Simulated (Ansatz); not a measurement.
Geometry optimisation, RHF/def2-SVP in Ansatz.

Input file:

```yaml
crystal:
  periodic: [false, false, false]
  atoms:
    - { symbol: Al, position_ang: [0.0, 0.0, 0.0] }
    - { symbol: O, position_ang: [0.0, 0.0, 2.13] }
    - { symbol: Si, position_ang: [-1.3147, -0.4067, 3.0936] }
    - { symbol: H, position_ang: [-2.239, -1.2403, 2.3304] }
    - { symbol: H, position_ang: [-0.8506, -1.1432, 4.2657] }
    - { symbol: H, position_ang: [-1.9987, 0.8095, 3.5233] }
    - { symbol: "N", position_ang: [1.6627, 0.0, -0.96] }
    - { symbol: H, position_ang: [2.1293, -0.9179, -1.2118] }
    - { symbol: H, position_ang: [2.1141, 0.9179, -1.2382] }
    - { symbol: "N", position_ang: [-1.6627, 0.0, -0.96] }
    - { symbol: H, position_ang: [-2.3316, -0.8164, -0.8614] }
    - { symbol: H, position_ang: [-1.9118, 0.8164, -1.5886] }
    - { symbol: O, position_ang: [0.0932, 1.9717, 0.6559] }
    - { symbol: Al, position_ang: [0.7263, 2.4933, 2.2356] }
    - { symbol: H, position_ang: [1.2212, 1.4323, 3.2665] }
    - { symbol: H, position_ang: [0.7864, 4.0116, 2.5891] }
    - { symbol: H, position_ang: [0.0589, 1.2457, 1.7601] }
basis:
  gaussian: { orbitals: def2-SVP }
hamiltonian:
  xc: hf
relax:
  f_tol: 0.15
  max_steps: 25
  restrain:
    - { distance: [0, 12], at: 1.78, k: 30.0 }
    - { distance: [16, 1], at: 1.01, k: 30.0 }
    - { distance: [0, 1], at: 2.98, k: 30.0 }
    - { distance: [16, 12], at: 2.21, k: 30.0 }
```

Run as:

```bash
$ ansatz run input.yaml --threads 4 --pin off --max-ram 5120MiB --backend cpu --events-out ev --progress --plain --runs-dir out
```

Where does it end, and by what steps?

The run converged. The restraints hold the end off the free minimum; the threshold counts their pulls, which the force column leaves out. Restrained pairs: Al1–O13 (2.08 → 1.75 Å), O2–H17 (1.30 → 0.97 Å), Al1–O2 (2.13 → 2.97 Å), O13–H17 (1.32 → 2.21 Å). After 14 steps the energy has fallen by 5.792 eV (the restraints' own energy left out); H15 moved furthest, 1.65 Å.

```
step  energy less start (eV)  largest force component (eV/Å)  accepted
   0                  0.0000                           4.881       yes
   1                 -0.8191                           6.619       yes
   2                 -1.8530                           3.948       yes
   3                 -2.6828                           3.242       yes
   4                 -4.0031                           2.335       yes
   5                 -4.7385                           1.152       yes
   6                 -5.0102                           1.663       yes
   7                 -5.1828                           1.830       yes
   8                 -5.3677                           1.523       yes
   9                 -5.5083                           1.375       yes
  10                 -5.6167                           1.271       yes
  11                 -5.6628                           1.242       yes
  12                 -5.7502                           1.167       yes
  13                 -5.7581                           1.102       yes
  14                 -5.7916                           1.224       yes
```

```xyz
17
Properties=species:S:1:pos:R:3
Al 0.207 0.684 -0.207
O -0.068 -0.717 2.400
Si -1.571 -0.969 3.055
H -2.259 -1.986 2.241
H -1.462 -1.453 4.450
H -2.352 0.292 3.065
N 1.531 -0.084 -1.091
H 1.426 -0.698 -1.875
H 2.495 -0.038 -0.827
N -1.485 0.465 -0.678
H -1.815 -0.198 -1.351
H -2.258 0.981 -0.306
O 0.600 1.815 1.066
Al 0.951 3.221 1.920
H 1.278 3.072 3.459
H 0.930 4.628 1.205
H 0.335 0.159 2.504
```

Time of the run: 17 s on 4 threads of AMD EPYC 9R45 96-Core Processor (Zen 5), on a shared host, peak memory 0.5 GiB.
